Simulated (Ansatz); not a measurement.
System: C₂H₅BCl, net charge 0, doublet state. It need not be the lowest isomer of its formula. SMILES: [CH2]B(C)Cl
Coordinates optimised at B3LYP-D3(BJ)/def2-TZVP (Ansatz, a program for electronic structure):
```
B
C 1 1.5230
H 2 1.0840 1 122.95
H 2 1.0853 3 115.02 1 -180.00
C 1 1.5619 2 125.12 3 180.00
H 5 1.0910 1 113.26 2 0.00
H 5 1.0946 6 108.33 1 122.96
H 5 1.0946 6 108.33 7 114.07
Cl 1 1.7860 2 116.82 3 0.00
```
Charge 0, spin multiplicity 2.

Computed values are from Ansatz. Valence correlation only, unless marked. UHF or UKS for open shells. Spin-orbit coupling is left out. No relativistic terms. CBS marks a two-point X^-3 extrapolation of the correlation energy; Hartree-Fock from the larger set. The bracket is a focal-point correction in the basis named.

```yaml
atomisation energy De: 809.4 kcal/mol at RI-MP2/CBS(aug-cc-pV(T+d)Z,aug-cc-pV(Q+d)Z)+[CCSD(T)-MP2]/aug-cc-pV(T+d)Z
total_energy: -563.6841 Eh at RI-MP2/CBS(aug-cc-pV(T+d)Z,aug-cc-pV(Q+d)Z)+[CCSD(T)-MP2]/aug-cc-pV(T+d)Z
dipole_moment: 1.77 D at CCSD(T)/aug-cc-pV(D+d)Z
T1 diagnostic: 0.012 at CCSD/aug-cc-pV(T+d)Z
```
